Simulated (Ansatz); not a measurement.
C$_{2}$H$_{9}$InOSe. Charge 0, multiplicity 1. In takes the def2 core potential. The bonds changed during the relaxation, so this is another structure than the one it started from. The geometry is a stationary point of PBE0-D4/def2-TZVP. It is one conformer, not always the lowest.

```xyz
14

C    -0.767   -0.185   -2.095
In    0.046   -0.381   -0.113
C     2.046   -0.428    0.656
O    -0.705    1.775    0.766
Se   -1.736   -1.266    1.554
H    -0.289    0.637   -2.631
H    -0.599   -1.103   -2.661
H    -1.842   -0.005   -2.048
H     2.357   -1.461    0.821
H     2.747    0.045   -0.033
H     2.074    0.100    1.610
H    -1.225    2.330    0.176
H    -1.341    1.322    1.349
H    -0.766   -1.379    2.650
```

(1) What is the dipole moment at B3LYP/def2-TZVPP? (An estimate is asked.)

(2) And with PBE, r2SCAN, ωB97M-V? (An estimate is asked.)

(3) Give the Mulliken charges with B3LYP, PBE, r2SCAN in def2-TZVPP. (An estimate is asked.)

Results:

(1) The calculation gave: 2.72 D, with components (0.40, 2.36, -1.30) D in this frame, pointing from negative to positive charge.

(2) The calculation gave: PBE 2.63 D, r2SCAN 2.77 D, ωB97M-V 2.79 D.

(3) Ansatz gave: 
| atom | B3LYP | PBE | r2SCAN |
| --- | --- | --- | --- |
| C1 | -0.59 | -0.58 | -0.47 |
| In2 | 0.84 | 0.76 | 0.73 |
| C3 | -0.58 | -0.58 | -0.47 |
| O4 | -0.35 | -0.33 | -0.37 |
| Se5 | -0.45 | -0.44 | -0.46 |
| H6 | 0.10 | 0.11 | 0.08 |
| H7 | 0.11 | 0.11 | 0.09 |
| H8 | 0.11 | 0.11 | 0.08 |
| H9 | 0.11 | 0.11 | 0.09 |
| H10 | 0.11 | 0.11 | 0.08 |
| H11 | 0.11 | 0.11 | 0.09 |
| H12 | 0.22 | 0.22 | 0.23 |
| H13 | 0.21 | 0.21 | 0.23 |
| H14 | 0.05 | 0.07 | 0.07 |

B3LYP here is the variant with VWN-RPA as its local correlation; programs differ in this.
